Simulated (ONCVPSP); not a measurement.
**Ni, ONCV: configuration errors across variants**

* Element: Ni (Z = 28)
* Generator: ONCVPSP 4.0.1
* Type: optimised norm-conserving Vanderbilt (ONCV)
* Functional: revPBE
* Relativity: scalar-relativistic
* Frozen core: [Ne]
* Valence charge: 18
* Reference configuration: 3s2 3p6 3d8 4s1 (charge +1)
* Partial waves: 3s+4s: rc 1.25 bohr, ncon 3, nbas 6, qcut 7.4 1/bohr, 3 projectors, debl 3.9 Ha; 3p: rc 0.80 bohr, ncon 4, nbas 9, qcut 11.6 1/bohr, 2 projectors, debl 2.5 Ha; 3d: rc 1.15 bohr, ncon 3, nbas 8, qcut 13.8 1/bohr, 2 projectors, debl 0.8 Ha
* Local potential: polynomial inside 0.50 bohr (lpopt 2, dvloc0 0 Ha)
* Core correction: none

In the p channel the program set the typed energies aside and used -2.957, 0.250 Ha.

All-electron excitation energies from the reference (eV): (1) 3s2 3p6 3d8 4s2 -9.221; (2) 3s2 3p6 3d8 4s0 17.181; (3) 3s2 3p6 3d7 4s0 54.531; (4) 3s2 3p6 3d9 4s0 -3.050.

Errors AE − PS in meV (a dash: test not solved or not reliable):

| change | (1) | (2) | (3) | (4) | bound ghosts | GHOST(+) flags above zero |
| --- | --- | --- | --- | --- | --- | --- |
| base | +1.6 | +0.3 | +2.4 | +8.3 | none | s |
| all radii scaled by about 0.80 (s 1.00, p 0.64, d 0.92 bohr); local potential polynomial inside 0.40 bohr (lpopt 2, dvloc0 0 Ha) | +1.4 | 0.0 | -7.4 | +7.3 | none | s |
| all radii scaled by about 0.87 (s 1.08, p 0.70, d 1.00 bohr); local potential polynomial inside 0.44 bohr (lpopt 2, dvloc0 0 Ha) | +1.5 | +0.1 | -3.6 | +6.8 | none | s |
| all radii scaled by about 0.97 (s 1.20, p 0.78, d 1.12 bohr); local potential polynomial inside 0.48 bohr (lpopt 2, dvloc0 0 Ha) | +1.5 | +0.3 | +0.9 | +7.9 | none | s |
| all radii scaled by about 1.04 (s 1.30, p 0.84, d 1.20 bohr); local potential polynomial inside 0.52 bohr (lpopt 2, dvloc0 0 Ha) | +1.6 | +0.4 | +4.5 | +9.1 | none | s |
| all radii scaled by about 1.23 (s 1.54, p 0.98, d 1.42 bohr); local potential polynomial inside 0.62 bohr (lpopt 2, dvloc0 0 Ha) | +2.0 | +0.6 | +14 | +16 | none | none |
| all radii scaled by about 1.31 (s 1.64, p 1.04, d 1.50 bohr); local potential polynomial inside 0.66 bohr (lpopt 2, dvloc0 0 Ha) | +2.2 | +0.7 | +19 | +20 | none | none |

Give the same row for: all radii scaled by about 1.14 (s 1.42, p 0.92, d 1.32 bohr); local potential polynomial inside 0.58 bohr (lpopt 2, dvloc0 0 Ha).

+1.8, +0.5, +9.4, +12; bound ghosts: none; GHOST(+) flags above zero: none.
